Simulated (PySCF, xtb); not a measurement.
B(AsH2)(H)2 (AsBH4), SMILES B[AsH2].

The structure is a stationary point at r2SCAN-D4/def2-TZVP.

Level of theory: IEF-PCM-B3LYP/def2-SVP (PySCF).

The values are the electrostatic part of the solvation free energy, E(continuum) − E(gas) at the gas-phase geometry, in a cavity of scaled van der Waals radii (PySCF's table); cavitation and dispersion terms are not included. In vacuum the orbital gap is 5.08 eV. The dipole moment in vacuum is 0.50 D.

Computed values in water (ε = 78.36), cyclohexanone (ε = 15.62), N,N-dimethylformamide (ε = 37.22):
```csv
solvent,ε,ΔG(elec) (kcal/mol),dipole (D),gap (eV)
water,78.36,-0.7,0.70,5.10
cyclohexanone,15.62,-0.7,0.68,5.10
"N,N-dimethylformamide",37.22,-0.7,0.69,5.10
```

For comparison, GFN2-xTB/ALPB(water) (xtb, at the GFN2-xTB geometry, all terms of that model) gives -1.6 kcal/mol.
